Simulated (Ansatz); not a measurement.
H2Zn, charge +1, doublet, geometry from GFN2-xTB (such geometries of metal compounds can be far from the true shape) (a state made from the parent by changing its charge; the spin is typed, not shown lowest), atoms displaced at random by about 0.1 Å a coordinate. Base run: B3LYP/def2-SVP in Ansatz (a quantum-chemistry and plane-wave program).

Here is a job for Ansatz.
Ansatz 0.2 input:
```yaml
crystal:
  periodic: [false, false, false]
  atoms:
    - {symbol: Zn, position_ang: [-0.04081566, -0.03679641, 0.12290835]}
    - {symbol: H, position_ang: [-0.13372365, 0.00267504, -1.39978469]}
    - {symbol: H, position_ang: [-0.06337417, 0.03895443, 1.50299916]}
basis:
  gaussian:
    orbitals: def2-SVP
hamiltonian:
  xc: b3lyp
total_charge: 1
magnetization: {spin_polarized: true, initial_magnetization: 1}
relax: {}
```

The base run was repeated with changes; each row names its change, and settings that it needs were set with it.

| change | ΔE vs base (µEh) | optimiser steps | core-seconds (rough) |
|---|---|---|---|
| base | 0.0 | 5 | 7 |
| relax = escape_saddle: false | 0.0 | 5 | 5 |
| relax = max_displacement: 0.02 | 21.6 | 19 | 20 |
| relax = f_tol: 0.1 | 16.8 | 4 | 4 |
| relax = f_tol: 0.05 | 16.0 | 4 | 4 |
| relax = max_displacement: 0.5 | -0.8 | 9 | 8 |
| relax = f_tol: 0.002 | -1.1 | 7 | 9 |
